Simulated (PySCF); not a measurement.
This PySCF input asks for the NMR shieldings of `CCB(C)C[SiH2]S`, C₄H₁₃BSSi; the geometry comes from GFN2-xTB.

```python
import basis_set_exchange as bse
import numpy as np
from pyscf import gto, dft
from pyscf.prop import nmr

atoms = """
C    -2.377062    0.943995    1.000814
C    -1.194647    1.178522    0.058638
B    -0.453937   -0.104275   -0.500289
C    -1.099454   -1.537012   -0.392077
C     0.968823    0.068079   -1.126226
Si    2.251778   -0.283340    0.224772
S     4.186150    0.056118   -0.675760
H    -3.143046    0.344219    0.515303
H    -2.052983    0.420567    1.898099
H    -2.826204    1.888269    1.304235
H    -0.477186    1.839404    0.554704
H    -1.556535    1.752550   -0.802252
H    -2.057139   -1.573409   -0.910003
H    -0.477430   -2.330807   -0.799305
H    -1.317300   -1.787613    0.645217
H     1.158199    1.073298   -1.506389
H     1.164776   -0.629550   -1.942069
H     2.157502    0.626091    1.367288
H     2.243912   -1.669801    0.689432
H     4.896634   -0.264626    0.392833
"""
names = dict.fromkeys(["C", "B", "Si", "S", "H"], "pcSseg-1")
basis = {el: gto.basis.parse(bse.get_basis(n, elements=[el], fmt="nwchem")) for el, n in names.items()}
mol = gto.M(atom=atoms, basis=basis, charge=0, verbose=0)
mf = dft.RKS(mol, xc="PBE0")
mf.grids.level = 2
mf.grids.alignment = dft.numint.BLKSIZE   # the property module wants whole blocks of grid points
mf.conv_tol = 1e-9
mf.kernel()

calc = nmr.RKS(mf)   # GIAO
C = mf.mo_coeff
Co = C[:, mf.mo_occ > 0]
resp = mf.gen_response(singlet=True, hermi=2)
def vind(x):   # induced exchange potential for any number of trial vectors
    d = np.einsum("pi,xij,qj->xpq", C, 2 * x.reshape(-1, C.shape[1], Co.shape[1]), Co, optimize=True)
    return np.einsum("xpq,pi,qj->xij", resp(d - d.transpose(0, 2, 1)), C, Co, optimize=True).ravel()
mo1, _ = nmr.rhf.solve_mo1(calc, with_cphf=vind)
sigma = calc.kernel(mo1)
for i, s in enumerate(sigma):   # ppm
    w = np.linalg.eigvalsh((s + s.T) / 2)
    print("%2d %-2s iso %8.1f  s11 %8.1f  s22 %8.1f  s33 %8.1f" % (i, mol.atom_pure_symbol(i), w.mean(), *w))
```

**Question.** What does it print?

**Answer.** 
```
 0 C  iso    175.1  s11    167.2  s22    173.4  s33    184.7
 1 C  iso    161.3  s11    141.6  s22    166.6  s33    175.9
 2 B  iso     12.8  s11    -42.1  s22    -37.8  s33    118.3
 3 C  iso    174.0  s11    154.3  s22    182.5  s33    185.0
 4 C  iso    161.1  s11    130.5  s22    167.1  s33    185.8
 5 Si iso    378.5  s11    351.1  s22    373.8  s33    410.5
 6 S  iso    766.1  s11    657.3  s22    684.7  s33    956.4
 7 H  iso     30.5  s11     26.2  s22     29.6  s33     35.9
 8 H  iso     30.9  s11     27.1  s22     29.3  s33     36.4
 9 H  iso     30.6  s11     25.4  s22     28.4  s33     37.8
10 H  iso     30.2  s11     25.3  s22     30.5  s33     34.7
11 H  iso     30.6  s11     25.3  s22     30.8  s33     35.8
12 H  iso     30.8  s11     26.0  s22     29.7  s33     36.5
13 H  iso     30.7  s11     26.6  s22     30.6  s33     34.9
14 H  iso     31.0  s11     27.0  s22     30.3  s33     35.6
15 H  iso     30.1  s11     26.3  s22     29.9  s33     34.2
16 H  iso     30.1  s11     26.5  s22     29.0  s33     34.7
17 H  iso     26.9  s11     22.2  s22     26.8  s33     31.6
18 H  iso     26.8  s11     22.2  s22     26.7  s33     31.5
19 H  iso     31.7  s11     23.2  s22     27.4  s33     44.5
```

These numbers come from an equivalent density-fitted implementation of the same equations, which agrees with the script to about 0.01 ppm for H and up to a few tenths of a ppm for heavy atoms, so last digits may differ.

Size and cost of the density-fitted run: 198 basis functions, 26 s wall time on 1 thread of an Arm Neoverse V2, shared host; peak memory 0.91 GiB.
